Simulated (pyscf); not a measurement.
## [O=Si–OH]•, doublet

Gas-phase minimum from PySCF at ωB97X-D3(BJ)/def2-SVP, one conformer. Other isomers of [O=Si–OH]• were not searched in full and may lie lower. 

```
Si
O 1 1.5416
O 1 1.6504 2 125.82
H 3 0.9684 1 116.46 2 -0.06
```
Charge 0, spin multiplicity 2.

Properties at ωB97X-D3(BJ)/def2-SVP:

```
Item                                                                                                                                                 Value
---------------------------------------------------------------------------------------------------------------------  -----------------------------------
Harmonic wavenumbers, unscaled                                                                                         282, 391, 749, 878, 1186, 3857 cm⁻¹
Zero-point energy                                                                                                                            10.5 kcal/mol
Rotational symmetry number                                                                                                                               1
Entropy of this conformer at 298 K and 1 atm, rigid rotor and harmonic oscillator, modes under 100 cm⁻¹ raised to 100                      271.6 J/(mol K)
Dipole moment                                                                                                                                       2.51 D
Spin expectation value S2                                                                                                                            0.756
```

Single-point totals, which compare only within one level (frozen core for MP2 and CC):

```
level                   total energy (hartree)
----------------------  ----------------------
ωB97X-D3(BJ)/def2-TZVP              -440.66111
PBE/def2-TZVP                       -440.33640
r²SCAN/def2-TZVP                    -440.53839
B3LYP-D3(BJ)/def2-TZVP              -440.65744
PBE0-D3(BJ)/def2-TZVP               -440.35064
M06-2X/def2-TZVP                    -440.55667
ωB97M-D3(BJ)/def2-TZVP              -440.70590
UHF/def2-TZVPP                      -439.33474
MP2/def2-TZVPP                      -439.90773
CCSD/def2-TZVPP                     -439.90830
CCSD(T)/def2-TZVPP                  -439.93402
```

The CCSD(T) − MP2 part came from Ansatz, without density fitting, on the same reference.
